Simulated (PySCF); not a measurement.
Sn(F)(Cl)2(OH) (Cl2FHOSn), SMILES [F][Sn]([Cl])([Cl])[OH]. Heavy atoms are numbered as in [OH:1][Sn:2]([F:3])([Cl:4])[Cl:5]. Hydrogens are named by the atom that carries them.

Geometry optimised at B3LYP-D3(BJ)/def2-SVP. The structure was generated by enumeration; whether it is a known compound was not checked. The def2 effective core potentials stand for the cores of Sn; spin–orbit coupling is left out. Other conformers were not sampled.

Calculation: M06-2X/def2-TZVP in PySCF.

ESP charges are fitted to the potential on shells at 1.4 to 2.0 van der Waals radii. Atomic charges (e), one atom of each kind:

```json
[
 {"atom": "O1 (OH)", "ESP fit": "[?]", "Löwdin": "-0.33"},
 {"atom": "Sn2", "ESP fit": "0.74", "Löwdin": "0.27"},
 {"atom": "F3", "ESP fit": "[?]", "Löwdin": "-0.27"},
 {"atom": "Cl4", "ESP fit": "-0.12", "Löwdin": "0.07"},
 {"atom": "H on O1", "ESP fit": "[?]", "Löwdin": "0.18"}
]
```

**Question.** Fill in the missing entries. (An estimate is asked for; the answer gives what the named calculation found.)

**Answer.** 
- O1 (OH), ESP fit: -0.61
- F3, ESP fit: -0.32
- H on O1, ESP fit: 0.43
